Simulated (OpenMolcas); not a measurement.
**Fe2+: ligand-field states by method**

Fe2+ with its 8 nearest fluoride ions at 2.277 Å, on the Ca site of CaF2 (a = 5.46294 Å, distance in the model lattice 2.366 Å). The rest of the host is ab initio model potentials to 7.6 Å and point charges beyond; the distance is set by hand and nothing relaxes. Ligand basis ANO-RCC-VDZP.
```
Fe    0.0000    0.0000    0.0000
F     1.3146    1.3146    1.3146
F     1.3146    1.3146   -1.3146
F     1.3146   -1.3146    1.3146
F     1.3146   -1.3146   -1.3146
F    -1.3146    1.3146    1.3146
F    -1.3146    1.3146   -1.3146
F    -1.3146   -1.3146    1.3146
F    -1.3146   -1.3146   -1.3146
```

| Quantity | Value |
| --- | --- |
| Program | OpenMolcas |
| Basis | ANO-RCC-VTZP [6s5p3d2f1g] |
| Scalar Hamiltonian | DKH2, point nucleus |
| Active space | 6 electrons in 5 orbitals (3d) |
| State averaging | 2S+1 = 5 even, 5 roots; 2S+1 = 3 even, 45 roots; 2S+1 = 1 even, 50 roots |
| Spin-orbit coupling | RASSI with atomic mean-field integrals over the reference wave functions |

I. CASSCF
II. SS-CASPT2, IPEA 0.25 Eh, imaginary shift 0.1 Eh (closed shells correlated: 3s 3p and the ligand valence shells)

Spin-free states (labels of O, the rotations of Oh) in cm-1, each column counted from its own energy of the first state listed:

```
State  Degeneracy      I     II
   5E           2      0      0
  5T2           3   3818   4430
  3T1           3  21000  18300
   3E           2  22689  19790
  3T2           3  24339  21080
  3T1           3  24343  20240
  3A2           1  26303  21610
  3T1           3  26726  24020
  3T2           3  27988  24650
  3A1           1  28124  23670
   3E           2  29789  25720
  3T1           3  29944  26120
  3T1           3  30943  28560
  1T2           3  32187  28230
   1E           2  32261  27940
  3T2           3  32282  29140
  1A2           1  33879  29540
  1T2           3  34579  29910
  1A1           1  34757  29710
  1T1           3  35231  30720
```

From I to II, I's first state of the same spin (5T2) moves from 3818 to 4430 cm-1, by about +620 cm-1.

From I to II, I's first state of another spin (3T1) moves from 21000 to 18300 cm-1, by about -2700 cm-1.

χT at 300 K: I 3.42, II 3.36 cm3 K/mol.

Roots that are degenerate in the reference are averaged as groups; the widest CASPT2 spread within a group is 860 cm-1 (the 3-fold group of multiplicity 3 near 53600 cm-1 above the lowest state of its run, II). Shifts and gaps below about the spread of the groups concerned are not significant. Over all roots computed the reference weight is 0.68 to 0.70 in II; a low but even weight reflects the number of correlated electrons. An orbital doublet at a regular site is open to a Jahn-Teller distortion, which this geometry leaves out. Ligand-to-metal charge-transfer states are missing. Without dynamic correlation the repulsion within the d shell is too large (B by tens of per cent), so at a given field states of lower spin stand too high (holds for I). With no ligand orbital active B as a rule stays too high, so bands that hang on it stand too high and its fall with covalency is understated (holds for I). With metal d orbitals alone and no dynamic correlation 10Dq can be off by a tenth to a fifth, either way, in oxide and fluoride hosts (holds for I). A single d shell leaves out the double-shell effect, which counts most for late 3d ions, where the CASPT2 field can be off either way by tens of per cent (holds for II). These CASPT2 states fit no ligand-field parameters well, so their order and spin gaps are uncertain (holds for II). For late 3d ions with one d shell CASPT2 can put B and the spin-flip bands somewhat low as well as high (holds for II). With one d shell and no ligand orbital active, 10Dq can be off by tens of per cent for divalent 3d ions, low with halides held by bare charges and at times high in hosts, and the orbital part of g and χT goes as 1/10Dq (holds for II). Free-ion shares, where given, are those of the reference states; single-state CASPT2 does not remix them (holds for II). No measured value stands beside these numbers; the geometry was set by hand and not optimised.
